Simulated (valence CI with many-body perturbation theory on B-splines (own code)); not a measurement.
# Gd²⁴⁺: calculated level list

Method: relativistic CI+MBPT: four valence electrons over a frozen Dirac-Fock core [Kr], a basis of 7 s, 7 p, 8 d, 6 f, 4 g, 1 h functions for each j, with the one-electron correlation potential Σ1, the two-electron term Σ2, the three-electron term Σ3, Breit, model QED; selected CI, second order for the rest, scaled by the run's own slope (own B-spline code, finite nucleus).

No measured levels were compared; by estimate terms of the open shell hold to 2 to 4 % of their energy, and close levels can change places. The list stops below the first excitations out of the core.

Levels 1 to 34 of 34, with energies above the lowest level, (4d3/2^4) J=0. "Leading %" is the weight of the configuration and term that name the level; weights of strongly mixed levels are sums over their largest components and can fall short. In the jj column 3d3/2^4 stands for four electrons in 3d with j = 3/2.

```csv
No.,Configuration,Term,J,E (cm⁻¹),Leading %,Leading jj,g
1,4d4,3P,0,0,51,4d3/2^4 (92 %),
2,4d4,5D,1,40713,71,4d3/2^3 4d5/2 (94 %),1.498
3,4d4,5D,2,63607,72,4d3/2^3 4d5/2 (63 %),1.382
4,4d4,3F,4,71377,31,4d3/2^3 4d5/2 (91 %),1.145
5,4d4,5D,3,74456,52,4d3/2^3 4d5/2 (67 %),1.295
6,4d4,5D,0,106480,56,4d3/2^2 4d5/2^2 (90 %),
7,4d4,5D,4,111660,43,4d3/2^2 4d5/2^2 (87 %),1.148
8,4d4,3F,2,118030,38,4d3/2^2 4d5/2^2 (70 %),1.025
9,4d4,3G,3,118210,52,4d3/2^2 4d5/2^2 (69 %),1.029
10,4d4,3H,5,128370,70,4d3/2^2 4d5/2^2 (99 %),1.080
11,4d4,3P,1,133240,56,4d3/2^2 4d5/2^2 (85 %),1.223
12,4d4,3H,6,136380,58,4d3/2^2 4d5/2^2 (97 %),1.094
13,4d4,3G,4,145650,62,4d3/2^2 4d5/2^2 (94 %),1.030
14,4d4,3F,3,148120,41,4d3/2^2 4d5/2^2 (86 %),1.144
15,4d4,3D,2,148240,40,4d3/2^2 4d5/2^2 (90 %),1.131
16,4d4,3F,4,170300,42,4d3/2 4d5/2^3 (61 %),1.209
17,4d4,3F,2,176040,37,4d3/2^2 4d5/2^2 (77 %),1.038
18,4d4,3F,3,183280,48,4d3/2 4d5/2^3 (89 %),1.120
19,4d4,3G,5,194270,70,4d3/2 4d5/2^3 (99 %),1.149
20,4d4,3D,1,194890,68,4d3/2 4d5/2^3 (89 %),0.814
21,4d4,3F,4,196620,48,4d3/2^2 4d5/2^2 (70 %),1.112
22,4d4,1I,6,198480,58,4d3/2 4d5/2^3 (97 %),1.068
23,4d4,3P,2,205000,61,4d3/2^2 4d5/2^2 (63 %),1.337
24,4d4,1S,0,213630,54,4d3/2 4d5/2^3 (79 %),
25,4d4,3F,2,218780,60,4d3/2 4d5/2^3 (61 %),0.979
26,4d4,1F,3,220020,44,4d3/2 4d5/2^3 (93 %),1.085
27,4d4,3F,3,250530,69,4d3/2 4d5/2^3 (98 %),1.064
28,4d4,3P,1,251460,94,4d3/2 4d5/2^3 (95 %),1.458
29,4d4,1G,4,255360,76,4d3/2 4d5/2^3 (70 %),1.034
30,4d4,3P,0,255620,52,4d3/2^2 4d5/2^2 (62 %),
31,4d4,1D,2,259190,56,4d3/2 4d5/2^3 (48 %),1.082
32,4d4,3F,4,267900,53,4d5/2^4 (70 %),1.158
33,4d4,1D,2,303130,66,4d5/2^4 (52 %),1.009
34,4d4,1S,0,364720,73,4d5/2^4 (66 %),
```

The ionisation energy to 4d3 4F_3/2 of the next ion comes out as 811.11 eV (NIST: 810 ± 4 eV (theoretical)). All 34 levels together are meant to be complete up to 759920 cm⁻¹.
